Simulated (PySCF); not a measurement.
Geometry:
```tsv
atom	x (Å)	y (Å)	z (Å)
O1	3.529	-0.613	-0.910
C2	2.844	0.055	-0.215
F3	3.427	0.978	0.602
C4	1.380	0.047	-0.086
C5	0.712	0.908	0.787
C6	-0.664	0.860	0.869
C7	-1.381	-0.046	0.085
C8	-2.845	-0.055	0.214
O9	-3.530	0.615	0.908
F10	-3.428	-0.979	-0.601
C11	-0.713	-0.907	-0.788
C12	0.663	-0.859	-0.871
H13	1.272	1.605	1.390
H14	-1.206	1.514	1.536
H15	-1.274	-1.603	-1.392
H16	1.205	-1.513	-1.538
```

PySCF 2.14 calculation with shielding tensors at PBE0/pcSseg-1 (GIAO) and GFN2-xTB geometry; relativity neglected, one averaged value for each set of equivalent atoms, single conformer, in vacuum.

Predict the 2D correlation tables (HSQC, COSY, HMBC).

Answers



HSQC (one-bond C–H):
```tsv
δH	δC
8.67 (H13/H14/H15/H16)	139.5 (C5/C6/C11/C12)
```

HMBC (two and three bonds, from the bond graph):
```tsv
δH	δC
8.67 (H13/H14/H15/H16)	164.8 (C2/C8), 139.5 (C5/C6/C11/C12), 135.8 (C4/C7)
```

No COSY cross peaks are expected.

References, each an isolated molecule treated in the same way: 1H (σref 31.72), 13C (σref 186.93) vs TMS.

Shifts are as computed. Against solution values, carbons near 30 ppm lie about +3 ppm off and those near 130 ppm about +5 ppm. Of 1211 compounds with measured shifts, 218 miss one by over three times the rms of a fit or turn the order of signals round; such compounds aren't used in these exercises.
